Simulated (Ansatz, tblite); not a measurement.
Forces on the cluster Zr2Se4 at its PBE-D4/def2-SVP geometry. Total charge 0; singlet.

In the def2 sets Zr takes a core potential; there is no spin–orbit coupling. The xTB rows come from tblite. Another isomer (singlet) lies 0.26 eV lower at PBE0-D4/def2-TZVP; other spin states weren't run for this one.

GFN1-xTB (tblite), largest force 1.79 eV/Å:

```xyz
6
positions Å, forces eV/Å
Zr    0.594   -1.612   -0.346   -0.215    1.727    0.411
Zr   -0.576    1.574    0.339    0.132   -1.710   -0.414
Se    2.908   -2.033   -0.233    0.200   -0.386   -0.077
Se   -2.861    2.133    0.262   -0.171    0.387    0.080
Se   -0.204   -0.484    1.801    0.064    0.087   -0.385
Se    0.139    0.421   -1.823   -0.009   -0.105    0.385
```

GFN2-xTB (tblite), largest force 1.47 eV/Å:

```
Zr -1.358 -0.514 -0.257
Zr 1.361 0.460 0.244
Se 1.113 0.083 0.126
Se -1.105 -0.014 -0.108
Se -0.057 -0.144 0.544
Se 0.046 0.129 -0.549
```

PBE-D4/def2-TZVP (Ansatz), largest force 0.08 eV/Å:

```
Zr -0.023 0.070 0.015
Zr 0.025 -0.069 -0.015
Se -0.008 0.001 0.000
Se 0.003 -0.005 -0.001
Se 0.006 0.015 -0.054
Se -0.004 -0.012 0.055
```
